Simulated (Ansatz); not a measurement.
`[CH3][Ti]([OH])([F])[F]` + H–F → `[CH3][Ti]([F])([F])[F]` + H₂O at 400 K and 1 bar (ligand exchange at a Ti–O bond).

Computed with Ansatz on PBE0-D4/def2-TZVP structures; ΔE is electronic, products minus reactants. CBS: MP2 limit from def2 TZ/QZ plus the TZ coupled-cluster correction, frozen cores. This one scheme is used for every species. For Ti outer-core shells are correlated without core-valence functions, which leaves a few kJ/mol of doubt a bond. Scalar relativity is left out up to krypton. Each species was taken in one conformer, which may not be the lowest.

| species | CCSD(T)/CBS energy (Eh) | H − E (kJ/mol) | S (J/(mol·K)) |
| --- | --- | --- | --- |
| `[CH3][Ti]([OH])([F])[F]` | -1164.33683 | 173.7 | 405.8 |
| H–F | -100.39570 | 36.5 | 182.2 |
| `[CH3][Ti]([F])([F])[F]` | -1188.36791 | 142.8 | 375.6 |
| H₂O | -76.37941 | 69.8 | 198.6 |

H − E and S are ideal-gas, rigid-rotor, harmonic terms from PBE0-D4/def2-TZVP, for one conformer and one mirror image of each species. 1 Eh = 2625.50 kJ/mol, R = 8.31446 J/(mol·K).

By hand: ΔE, ΔH, ΔS and ΔG.

ΔE = (-1188.36791) + (-76.37941) − (-1164.33683) − (-100.39570) = -0.01479 Eh = -38.8 kJ/mol. Δ(H − E) = 142.8 + 69.8 − 173.7 − 36.5 = 2.4, so ΔH = -36.4 kJ/mol. ΔS = 375.6 + 198.6 − 405.8 − 182.2 = -13.8 J/(mol·K). ΔG = -36.4 − 400 × (-13.8)/1000 = -30.9 kJ/mol.

By hand: the equilibrium constant, and the temperature at which ΔG would vanish if ΔH and ΔS stayed fixed.

log₁₀ K = −ΔG/(RT ln 10) = 4.0. ΔG = 0 at ΔH/ΔS = 2638 K, far beyond where these terms or the molecules hold.

The number of gas molecules stays the same, so ΔS is small and ΔH decides. A doubt of 5 kJ/mol in ΔE shifts log₁₀ K by 0.7 here. Other conformers and mirror images would add mixing entropy, several J/(mol·K) or more a flexible species. These are equilibria of isolated gas molecules and say nothing of rates. Largest T1 diagnostic: 0.022 (customary marks: 0.02 for closed shells, 0.045 for open ones).
